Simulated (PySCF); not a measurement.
Unknown compound

An unknown has the formula C5H4ClNO. Its calculated NMR data are:

1H NMR (300 MHz, computed): δ 8.29 (s, 1H), 7.83 (d, 1H), 6.85 (d, 1H), 5.74 (br s, 1H).

13C{1H} NMR (computed): δ 167.5 (C), 153.2 (CH), 146.1 (CH), 134.0 (C), 112.5 (CH).

Method: GFN2-xTB geometry, σ from GIAO-PBE0/pcSseg-1, in PySCF (a single conformation, no solvent model, non-relativistic).

Shifts are taken against calculated references (same method and geometry level): TMS for 1H, 13C.

**Question.** Which of these isomers gave the spectra?
A. C#C/C(Cl)=C\C(N)=O
B. [O-][n+]1ccc(Cl)cc1
C. Oc1ccc(Cl)cn1
D. Oc1ccnc(Cl)c1

**Answer.** C. 

- The formula gives 4 degrees of unsaturation (1 ring in the answer).
- 5 carbon signals for 5 carbons: no two carbons are equivalent.
- Carbon types of the structure: 2 × C, 3 × CH, leaving 1 H on heteroatoms.
- δC 167.5: aromatic carbon bearing oxygen; σ withdrawal by the attached heteroatom moves it downfield of the ring CH carbons.
- δC 153.2: aromatic CH next to a ring nitrogen; the adjacent pyridine-type nitrogen withdraws density from it.
- δC 146.1, 112.5: aromatic CH.
- δC 134.0: aromatic carbon bearing chlorine.
- δH 7.83, 6.85: hydrogen on an aromatic CH.

The others: Oc1ccnc(Cl)c1 has carbons computed at 171.0, 164.8, 155.5, 115.8, 112.0; C#C/C(Cl)=C\C(N)=O would give 2 signals for carbon-bound and other non-exchanging H, not 3; [O-][n+]1ccc(Cl)cc1 would give 3 carbon signals, not 5.

The OH or NH signal is concentration- and solvent-dependent in practice; the value given is the gas-phase one. Carbons that carry Cl, above all several Cl atoms, come out too deshielded, partly because spin–orbit coupling is missing. Shifts are as computed. Against solution values, carbons near 30 ppm lie about +3 ppm off and those near 130 ppm about +5 ppm; carbons on Cl a further +6 ppm. Of 1211 compounds with measured shifts, 218 miss one by over three times the rms of a fit or turn the order of signals round; such compounds aren't used in these exercises. Multiplicities follow the n + 1 count of equivalent neighbours, as no J values were calculated; m marks all less simple cases, F and P coupling included.
